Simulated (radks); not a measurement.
All-electron atom: the mercury ion Hg2+ in [Xe] 4f14 5d10. Method: scalar-relativistic Kohn-Sham, Slater X-alpha with alpha = 0.989, spin-polarised, spherical densities, finite nucleus; Fermi nuclear charge, rms radius 5.4648 fm; computed with a radial shooting solver on a logarithmic mesh with Libxc functionals.

Normalised radial functions P(r) = r R(r), r in bohr:

r,5s,4f,5p
0.0009579,0.0854,0.0000,0.0024
0.001267,0.1042,0.0000,0.0039
0.001691,0.1264,0.0000,0.0062
0.002237,0.1504,0.0000,0.0098
0.00296,0.1755,0.0000,0.0155
0.003947,0.2001,0.0000,0.0247
0.005223,0.2186,0.0000,0.0385
0.00691,0.2253,0.0000,0.0591
0.009217,0.2106,0.0001,0.0900
0.01219,0.1648,0.0003,0.1317
0.01614,0.0789,0.0009,0.1848
0.02152,-0.0515,0.0024,0.2457
0.02848,-0.1997,0.0064,0.2955
0.03768,-0.3201,0.0164,0.3067
0.05025,-0.3341,0.0408,0.2363
0.06649,-0.1704,0.0934,0.0593
0.08797,0.1503,0.1988,-0.1973
0.1173,0.4534,0.3935,-0.4110
0.1552,0.4261,0.6837,-0.3723
0.2054,-0.0400,1.0418,-0.0004
0.274,-0.6132,1.3702,0.4942
0.3625,-0.6247,1.5004,0.6089
0.4796,0.0942,1.3586,0.1154
0.6397,0.9835,0.9914,-0.6853
0.8464,1.2717,0.5812,-1.1459
1.12,0.9278,0.2636,-1.0387
1.494,0.4128,0.0853,-0.6027
1.976,0.1154,0.0197,-0.2351
2.615,0.0183,0.0028,-0.0578
3.488,0.0013,0.0002,-0.0075
4.615,0.0000,0.0000,-0.0005

5s: eigenvalue -145.77 eV, 4 radial nodes at r = 0.0194, 0.0780, 0.202, 0.466 bohr, <r> = 0.891 bohr, 90 % of the charge inside 1.27 bohr. 4f: eigenvalue -130.47 eV, 0 radial nodes, <r> = 0.472 bohr, 90 % of the charge inside 0.752 bohr. 5p: eigenvalue -93.115 eV, 3 radial nodes at r = 0.0713, 0.205, 0.501 bohr, <r> = 1.02 bohr, 90 % of the charge inside 1.48 bohr.
